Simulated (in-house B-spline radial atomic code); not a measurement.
The numbers below are computed, except where a source is named.
As in an electron gas of r_s = 3: phase shifts, screening, friction and resistivity

A nucleus sits in a uniform electron gas with a rigid positive background. The Kohn-Sham equations are solved self-consistently in the spin-unpolarised LDA (PW92), non-relativistic, on B-splines with outgoing waves at the boundary and partial waves to l = 8. The model has no lattice, no bands and no magnetic solution. Atomic units; δ_l are the phase shifts at the Fermi level, counted so that each bound state adds π, and good to about 0.0005.

The density parameter is r_s = 3 bohr, near that of the valence electrons of Ag (1 per atom, density 10.5 g/cm³, mass 107.87 u, which gives r_s = 3.02).

```csv
l,δ_l (rad)
0,10.9617
1,8.1249
2,3.2739
3,0.0175
4,0.0014
5,0.0003
6,0.0002
7,0.0002
8,0.0002
```

Bound levels below the band bottom (hartree): p -47.15, s -6.362, p -4.483, d -1.176, s -0.2167 and deeper ones.

Question: Check the Friedel sum rule, and say where the screening charge sits.

Answer: k_F = (9π/4)^(1/3)/r_s = 0.63972. The rule is Z = (2/π) Σ (2l + 1) δ_l. The terms are s 6.978, p 15.517, d 10.421, f 0.078 and 0.016 beyond, in all 33.011 against Z = 33. Bound states hold 8 s, 12 p, 10 d electrons, so the scattering states carry 3.01 in all; where a term is smaller than its bound count, the bound level has drawn weight out of the band.

Question: Find the transport cross section and the electronic stopping of a 2 keV As ion (mass 74.92 u).

Answer: σ_tr = (4π/k_F²) Σ (l + 1) sin²(δ_l − δ_(l+1)). The terms for l = 0 to 3 are 0.0901, 1.9618, 0.0394, 0.0010, all together 2.0923, so σ_tr = 30.707 × 2.0923 = 64.247 bohr². With n = 3/(4π r_s³) = 0.008842, the friction coefficient is Q = n k_F σ_tr = 0.3634. For v well below v_F = 0.640, dE/dx = Q v; with 24801 eV per u at v = 1, v = √(2000/(24801 × 74.92)) = 0.0328, so dE/dx = 0.01192 hartree/bohr = 6.13 eV/nm. The largest term couples the p and d waves.

Question: What residual resistivity would 1 atomic per cent of such centres give in Ag?

Answer: Δρ = k_F n_i σ_tr/n in atomic units of 21.74 μΩ·cm. With one host atom per 1 electron, n_i/n = 0.01/1, so Δρ = 0.6397 × 0.01000 × 64.247 × 21.74 = 8.94 μΩ·cm. This is an atom added to the gas, as on an interstitial site.

Question: On a substitutional site the background of one host ion, a sphere holding 1 charge, is taken out. The phase shifts for l = 0 to 4 become 10.8460, 7.8288, 3.1787, 0.0052, 0.0007. What follows?

Answer: The Friedel sum is now 32.01, for Z − 1 = 32. The sum in σ_tr is 2.0108, so σ_tr = 61.74 bohr² and Δρ = 8.59 μΩ·cm per atomic per cent, 0.96 times the value above. A real host ion scatters too, so this model doesn't give zero even for the host's own atom.
